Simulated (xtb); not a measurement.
C5H8O2, charge +1, doublet, geometry from GFN2-xTB of the parent state (a state made from the parent by changing its charge; the spin is typed, not shown lowest); xtb with GFN0-xTB.

The xtb input:
```
$ xtb mol.xyz --gfn 0 --chrg 1 --uhf 1 --json

# file mol.xyz
15

C     -2.78272913     0.26722847    -0.79449164
C     -1.60311339    -0.32562220    -0.90234636
C     -0.51433510    -0.04461386     0.05961494
O     -0.58772464     0.71526207     0.99324389
O      0.57615194    -0.76435465    -0.24016661
C      1.71966241    -0.58905099     0.59487150
C      2.53495758     0.62584856     0.17456146
H     -2.96404677     0.96781557     0.00465020
H     -3.58896619     0.07856991    -1.48228869
H     -1.36503831    -1.03463940    -1.68052355
H      1.38674536    -0.47916667     1.63247568
H      2.29716929    -1.50924135     0.48353466
H      2.82638986     0.54068823    -0.86965039
H      1.94573253     1.53026086     0.30492896
H      3.42794140     0.69571350     0.78899554
```

**Question.** Predict the main parts of the log of this xtb run.

**Answer.** 
```
   ID    Z sym.   atoms
    1    6 C      1-3, 6, 7
    2    8 O      4, 5
    3    1 H      8-15

           -------------------------------------------------
          |                Calculation Setup                |
           -------------------------------------------------

           -------------------------------------------------
          |                 G F N 0 - x T B                 |
           -------------------------------------------------

          ...................................................
          :                      SETUP                      :
          :.................................................:
          :  # basis functions                  44          :
          :  # atomic orbitals                  44          :
          :  # shells                           30          :
          :  # electrons                        39          :
          :  electronic temp.          300.0000000     K    :
          :  accuracy                    1.0000000          :
          :  -> integral cutoff          0.2500000E+02      :
          :  -> integral neglect         0.1000000E-07      :
          ...................................................

         :::::::::::::::::::::::::::::::::::::::::::::::::::::
         ::                     SUMMARY                     ::
         :::::::::::::::::::::::::::::::::::::::::::::::::::::
         :: total energy             -19.791718577154 Eh    ::
         :: gradient norm              0.057670747507 Eh/a0 ::
         :: HOMO-LUMO gap              3.243502045334 eV    ::
         ::.................................................::
         :: H0 energy                -21.330141132782 Eh    ::
         :: repulsion energy           0.287533493568 Eh    ::
         :: electrostat energy         1.292165620149 Eh    ::
         :: -> Gsolv                   0.000000000000 Eh    ::
         ::    -> Gsasa                0.000000000000 Eh    ::
         ::    -> Gshift               0.000000000000 Eh    ::
         :: dispersion energy         -0.003714985021 Eh    ::
         :: short-range corr.         -0.037561573068 Eh    ::
         :: add. restraining           0.000000000000 Eh    ::
         :: total charge               1.000000000000 e     ::
         :::::::::::::::::::::::::::::::::::::::::::::::::::::

           -------------------------------------------------
          |                Property Printout                |
[...]
     7   6 C        3.750    -0.459    34.549     8.483
     8   1 H        0.926     0.278     0.777     1.378
     9   1 H        0.926     0.262     0.834     1.428
    10   1 H        0.926     0.221     0.998     1.562
    11   1 H        0.924     0.174     1.241     1.742
    12   1 H        0.924     0.169     1.269     1.762
    13   1 H        0.925     0.262     0.833     1.427
    14   1 H        0.925     0.269     0.809     1.407
    15   1 H        0.925     0.249     0.880     1.467

 Mol. C6AA /au·bohr⁶  :       1879.137314
 Mol. C8AA /au·bohr⁸  :      44184.360057
 Mol. α(0) /au        :         65.828535

Wiberg/Mayer (AO) data.
largest (>0.10) Wiberg bond orders for each atom

 ---------------------------------------------------------------------------
     #   Z sym  total        # sym  WBO       # sym  WBO       # sym  WBO
 ---------------------------------------------------------------------------
     1   6 C    3.989 --     2 C    1.933     8 H    0.976     9 H    0.973
     2   6 C    3.969 --     1 C    1.933    10 H    0.963     3 C    0.953
     3   6 C    3.885 --     4 O    1.725     5 O    1.162     2 C    0.953
     4   8 O    2.220 --     3 C    1.725     5 O    0.292
     5   8 O    2.547 --     3 C    1.162     6 C    0.973     4 O    0.292
     6   6 C    3.954 --     7 C    1.015    11 H    0.974     5 O    0.973
                            12 H    0.967
     7   6 C    3.976 --     6 C    1.015    13 H    0.980    15 H    0.979
                            14 H    0.979
     8   1 H    0.991 --     1 C    0.976
     9   1 H    0.987 --     1 C    0.973
    10   1 H    0.989 --     2 C    0.963
    11   1 H    0.993 --     6 C    0.974
    12   1 H    1.002 --     6 C    0.967
    13   1 H    0.987 --     7 C    0.980
    14   1 H    0.987 --     7 C    0.979
    15   1 H    0.981 --     7 C    0.979
 ---------------------------------------------------------------------------

Topologies differ in total number of bonds
Writing topology from bond orders to xtbtopo.mol

 dipole moment from electron density (au)
     X       Y       Z
  -0.4305  -0.1900   0.2325  total (Debye):    1.334

           -------------------------------------------------
          | TOTAL ENERGY              -19.791718577154 Eh   |
          | GRADIENT NORM               0.057670747507 Eh/α |
          | HOMO-LUMO GAP               3.243502045334 eV   |
           -------------------------------------------------

normal termination of xtb
```
